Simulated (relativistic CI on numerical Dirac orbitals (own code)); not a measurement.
## Fe2+ in a cubic cluster: L2,3 absorption with charge transfer

Computed with a charge-transfer multiplet model of a cubic metal-ligand cluster with up to 2 ligand holes, Slater and spin-orbit integrals from Dirac-Coulomb-Breit ions, Slater integrals scaled by 0.8. The ground state mixes d6 with configurations of k ligand holes L, whose averages lie at kΔ + k(k − 1)U_dd/2; a core hole lowers each added d electron by U_cd. 300 K, Lorentzian 0.4 eV and Gaussian 0.3 eV FWHM.

Atomic integrals in eV (Slater integrals scaled, ζ unscaled), ground: F2dd 8.723, F4dd 5.416, zeta_d 0.049; with the core hole: F2dd 9.374, F4dd 5.826, zeta_d 0.067, zeta_core 8.135, F2cd 5.460, G1cd 4.059, G3cd 2.306.

Cluster parameters (eV): Δ = 5.9, U_cd = 8, 10Dq = 0.9, 10Dq(ligand) = 0.7, V(eg) = 2.55, V(t2g) = -1.4, final-state hopping factor = 1.

Weights, n_d and S are thermal averages at 300 K. Photon energies count from the first peak over 30 % of the highest in each spectrum, which can be another peak from case to case. The parameters are a model scan and need not match a compound or its usual spin state. Peaks in eV (height, largest 100): -0.6 (23), 0.0 (31), 1.3 (100), 2.4 (56), 4.0 (20), 5.1 (10), 12.7 (13), 14.0 (31), 16.9 (8).

(1) Which parameters give this spectrum?
A. U_dd = 9.2 eV
B. U_dd = 6.4 eV
C. U_dd = 5.7 eV
D. U_dd = 7.1 eV
E. U_dd = 5 eV

## Answers

(1) A. U_dd = 9.2 eV; the ground state then has 6.20 d electrons and S = 2.00. The choice follows from running the model for each set and comparing peak positions and heights.
